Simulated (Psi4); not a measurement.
Psi4 input (wB97X-D/6-31G*):

```
memory 1500 MB

molecule {
0 2
Si    2.09564600    0.13034500    0.01705500
C     0.24683900    0.08122200    0.04829800
C    -0.60784800    0.90437500    0.65716700
C    -2.01126100    0.58085900    0.47973900
C    -2.05129700   -0.52036800   -0.29271900
C    -0.65205300   -0.94697600   -0.64228900
H     2.57748700    1.28242600    0.80953500
H     2.65934500   -1.12352700    0.57707800
H     2.58981600    0.25010600   -1.37758900
H    -2.84585300    1.12569900    0.89231000
H    -2.93777400   -1.04069100   -0.62684100
H    -0.43860500   -1.96183000   -0.28851300
H    -0.48973500   -0.95169300   -1.72592900
symmetry c1
no_reorient
no_com
}

set {
  basis 6-31G*
  reference uks
  scf_type pk
  dft_radial_points 99
  dft_spherical_points 590
  e_convergence 1e-8
  d_convergence 1e-7
  maxiter 150
}

e = energy('wb97x-d')
print_out(f'\nFINAL {e:.10f} DIPOLE {variable("CURRENT DIPOLE")[0]:.6f} {variable("CURRENT DIPOLE")[1]:.6f} {variable("CURRENT DIPOLE")[2]:.6f}\n')
```

From the output:

```
              A
    DOCC [    25 ]
    SOCC [     1 ]
    NA   [    26 ]
    NB   [    25 ]

  @UKS Final Energy:  -484.01850197499340

   => Energetics <=

    Nuclear Repulsion Energy =            252.4648299886503366
    One-Electron Energy =               -1162.8375579410117098
    Two-Electron Energy =                 461.7713032309964660
    DFT Exchange-Correlation Energy =     -35.4117257658151985
    Empirical Dispersion Energy =          -0.0053514878132414
    VV10 Nonlocal Energy =                  0.0000000000000000
    Total Energy =                       -484.0185019749933986

  UHF NO Occupations:
  HONO-2 :   24  A 1.9993103
  HONO-1 :   25  A 1.9938788
  HONO-0 :   26  A 1.0000000
  LUNO+0 :   27  A 0.0061212
  LUNO+1 :   28  A 0.0006897
  LUNO+2 :   29  A 0.0002121
  LUNO+3 :   30  A 0.0002099

Computation Completed

Properties will be evaluated at   0.000000,   0.000000,   0.000000 [a0]

Properties computed using the SCF density matrix

 Multipole Moments:

 ------------------------------------------------------------------------------------
     Multipole            Electronic (a.u.)      Nuclear  (a.u.)        Total (a.u.)
 ------------------------------------------------------------------------------------

 L = 1.  Multiply by 2.5417464519 to convert [e a0] to [Debye]
 Dipole X            :         -0.5049104            0.0000094           -0.5049010
 Dipole Y            :         -0.3915016           -0.0000151           -0.3915167
 Dipole Z            :         -0.2571709           -0.0000057           -0.2571765
 Magnitude           :                                                    0.6887308

 ------------------------------------------------------------------------------------

FINAL -484.0185019750 DIPOLE -0.504901 -0.391517 -0.257177

*** Psi4 exiting successfully. Buy a developer a beer!
```

The geometry given is a B3LYP-D3(BJ)/def2-TZVP minimum.
